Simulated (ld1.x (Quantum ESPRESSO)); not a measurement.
**Scattering properties, TM potential for lanthanum**

```
Element                 : La (Z = 57)
Generator               : ld1.x (Quantum ESPRESSO) 7.5
Type                    : norm-conserving Troullier–Martins (Kleinman–Bylander form)
Functional              : LDA (PZ)
Relativity              : non-relativistic
Frozen core             : [Kr] 4d10
Valence charge          : 11
Reference configuration : 4f0 5s2 5p6 5d1 6s2 6p0
Partial waves           : 5p (bound): rc 3.10 bohr; 5d (bound): rc 1.64 bohr; 4f (bound, empty): rc 1.30 bohr; 5s (bound): rc 1.60 bohr
Local potential         : the s channel
Core correction         : none
```

Occupied shells without a wave of their own: 6s. They enter only through the test configuration that unscreens the potential.

The phase is arctan(r·u′/u) with u = r·R(r), unwrapped; energies in Ry, scanned from -5 to 5 Ry. A pole is an energy at which the radial function vanishes at the test radius. The pseudo phase is shifted by a multiple of π to meet the all-electron one at the reference energy, and phase errors are pseudo minus all-electron; the curves can meet again beyond the range given. Levels narrower than the energy grid can be missing from the lists of poles.

```json
{"channel": "s", "radius (bohr)": "3.36", "reference energy (Ry)": "-2.65", "poles, all-electron": "-2.60, 2.01", "poles, pseudo": "-2.60, 1.90", "unbroken range about the reference energy with phases within 0.05 rad": "below -0.1", "phase error 1 Ry above the reference energy (rad)": "-0.001"}
{"channel": "p", "radius (bohr)": "3.36", "reference energy (Ry)": "-1.65", "poles, all-electron": "-1.53, 2.84", "poles, pseudo": "-1.53, 2.82", "unbroken range about the reference energy with phases within 0.05 rad": "below 0.3", "phase error 1 Ry above the reference energy (rad)": "-0.003"}
{"channel": "d", "radius (bohr)": "3.36", "reference energy (Ry)": "-0.28", "poles, all-electron": "0.23, 4.52", "poles, pseudo": "0.23, 4.42", "unbroken range about the reference energy with phases within 0.05 rad": "below 1.8", "phase error 1 Ry above the reference energy (rad)": "-0.002"}
{"channel": "f", "radius (bohr)": "3.36", "reference energy (Ry)": "-0.59", "poles, all-electron": "-0.57, 2.43", "poles, pseudo": "-0.57, 2.60", "unbroken range about the reference energy with phases within 0.05 rad": "below 0.8", "phase error 1 Ry above the reference energy (rad)": "+0.010"}
```

Note: ghost states, extra bound levels that the all-electron valence spectrum of the same l lacks: d at -70560.9 eV, p at -201.7 eV. A true bound ghost makes a file unfit for plane-wave use.

Phases in the d channel:

```csv
E (Ry),all-electron,pseudo
-5.00,1.434,1.434
-4.48,1.425,1.425
-3.96,1.415,1.415
-3.44,1.403,1.403
-2.92,1.386,1.386
-2.40,1.363,1.363
-1.88,1.328,1.327
-1.36,1.262,1.262
-0.84,1.075,1.075
-0.32,-0.696,-0.696
0.20,-1.557,-1.558
0.72,-1.722,-1.724
1.24,-1.879,-1.885
1.76,-2.282,-2.323
2.28,-3.816,-3.898
2.80,-4.418,-4.439
3.32,-4.575,-4.587
3.84,-4.651,-4.659
4.36,-4.700,-4.708
4.88,-4.739,-4.747
```
